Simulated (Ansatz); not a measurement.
`C=C[Si@H](Cl)C#C[Si@H](C)Cl` and `C[SiH](Cl)C#CO` differ in one atom or group.

Ansatz, PBE0-D4/def2-TZVP geometries, multiplicity 1. Each molecule was computed in one conformer, which needn't be the lowest.

```json
{"property": "LUMO energy (B3LYP/def2-TZVPP) / eV", "`C=C[Si@H](Cl)C#C[Si@H](C)Cl`": "-1.57"}
{"property": "HOMO energy (PBE/def2-TZVPP) / eV", "`C=C[Si@H](Cl)C#C[Si@H](C)Cl`": "-7.10"}
{"property": "LUMO energy (PBE/def2-TZVPP) / eV", "`C=C[Si@H](Cl)C#C[Si@H](C)Cl`": "-2.30"}
{"property": "LUMO energy (ωB97M-V/def2-TZVPP) / eV", "`C=C[Si@H](Cl)C#C[Si@H](C)Cl`": "0.61"}
{"property": "HOMO–LUMO gap (ωB97M-V/def2-TZVPP) / eV", "`C=C[Si@H](Cl)C#C[Si@H](C)Cl`": "11.09"}
{"property": "LUMO energy (PBE0/def2-TZVPP) / eV", "`C=C[Si@H](Cl)C#C[Si@H](C)Cl`": "-1.40"}
```

(1) Give the same properties after the change, and the shifts. (Best estimate.)

Results:

(1) Computed: 
```csv
property,`C[SiH](Cl)C#CO`,shift
LUMO energy (B3LYP/def2-TZVPP) / eV,-0.35,1.22
HOMO energy (PBE/def2-TZVPP) / eV,-6.28,0.82
LUMO energy (PBE/def2-TZVPP) / eV,-0.95,1.35
LUMO energy (ωB97M-V/def2-TZVPP) / eV,1.59,0.98
HOMO–LUMO gap (ωB97M-V/def2-TZVPP) / eV,11.35,0.26
LUMO energy (PBE0/def2-TZVPP) / eV,-0.02,1.38
```

With PBE0 the HOMO rises by 0.73 eV and the LUMO rises by 1.38 eV, so the gap widens by about 0.65 eV. PBE moves the HOMO by 0.82 eV and ωB97M-V by 0.72 eV.

B3LYP here is the variant with VWN-RPA as its local correlation; programs differ in this.
